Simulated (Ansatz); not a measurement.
```yaml
crystal:
  periodic: [false, false, false]
  atoms:
    - {symbol: I, position_ang: [-1.468048, -0.016854, 2.133603]}
    - {symbol: Sn, position_ang: [0.142086, 0.140197, 0.015662]}
    - {symbol: I, position_ang: [1.470670, -2.156357, -0.236588]}
    - {symbol: I, position_ang: [-1.333227, 0.533453, -2.168747]}
    - {symbol: H, position_ang: [1.238419, 1.425961, 0.214571]}
basis:
  gaussian: {orbitals: def2-TZVP}
hamiltonian: {xc: {name: HF}}
correlation: {active_space: {window: {electrons: 3, orbitals: 2}}}
output: {forces: true}
```

```sh
$ ansatz run in.yaml --threads 4 --pin off --events-out ev --progress --plain --max-ram 11315MiB
```

Output, abridged:

```
Functional definition: HF
1971 factors; integrals over basis functions are off by at most 1.1e-3 eV
mean field evaluation 1: about -30041.6028 eV, gradient 1.9e1 eV
mean field evaluation 2: about -30041.6758 eV, gradient 2.0e1 eV
mean field evaluation 4: about -30043.0631 eV, gradient 2.4e0 eV
mean field evaluation 8: about -30043.0922 eV, gradient 3.1e-1 eV
mean field evaluation 16: about -30043.0928 eV, gradient 2.0e-6 eV
mean field -30043.09282739 eV, -1104.0632974667 hartree, gradient 2.0e-6 eV, S^2 0.000000; 0 other end points of the search recorded, 0 dependent functions left out
reference -30043.09282739 eV, -1104.0632974667 hartree; 49, 49 occupied and 157, 157 virtual orbitals, 1971 factors
Error: 3 electrons in 2 orbitals form no window around the highest filled level of the reference
```

Task: What is wrong with this run?

Result: The active space doesn't fit the electrons. The run stopped with an error.
